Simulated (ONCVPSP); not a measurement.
P (Z = 15), ONCV: configuration errors across variants

| Item | Value |
| --- | --- |
| Element | P (Z = 15) |
| Generator | ONCVPSP 4.0.1 |
| Type | optimised norm-conserving Vanderbilt (ONCV) |
| Functional | PBE |
| Relativity | scalar-relativistic |
| Frozen core | [Ne] |
| Valence charge | 5 |
| Reference configuration | 3s2 3p3 |
| Partial waves | 3s: rc 1.40 bohr, ncon 3, nbas 6, qcut 4.5 1/bohr, 2 projectors, debl 1.8 Ha; 3p: rc 1.90 bohr, ncon 3, nbas 6, qcut 5.2 1/bohr, 2 projectors, debl 2.5 Ha |
| Local potential | polynomial inside 0.90 bohr (lpopt 5, dvloc0 0 Ha) |
| Core correction | Teter function fitted to the true core (icmod 2), fcfact 0.4 |

All-electron excitation energies from the reference (eV): (1) 3s2 3p2 9.730; (2) 3s2 3p1 28.877; (3) 3s2 3p0 58.616; (4) 3s1 3p4 8.534.

A true bound ghost makes a file unfit for plane-wave use even where its test errors are small: the radial tests pick states by their node count and pass the ghost by.

Errors AE − PS in meV (a dash: test not solved or not reliable):

| change | (1) | (2) | (3) | (4) | bound ghosts | GHOST(+) flags above zero |
| --- | --- | --- | --- | --- | --- | --- |
| base | +0.8 | +11 | +54 | +0.7 | none | s |
| s: rc 1.02 | +0.9 | +12 | +55 | -2.6 | s | s |
| s: rc 1.2 | +0.7 | +10 | +50 | -2.1 | s | none |
| s: rc 1.42 | +0.8 | +11 | +54 | +0.8 | none | s |
| s: rc 1.56 | +0.9 | +12 | +57 | +0.1 | none | s |
| s: rc 1.86 | +1.4 | +16 | +74 | -6.4 | none | s |

Task: Give the same row for: s: rc 1.96.

Result: +1.6, +18, +82, -9.2; bound ghosts: none; GHOST(+) flags above zero: s.
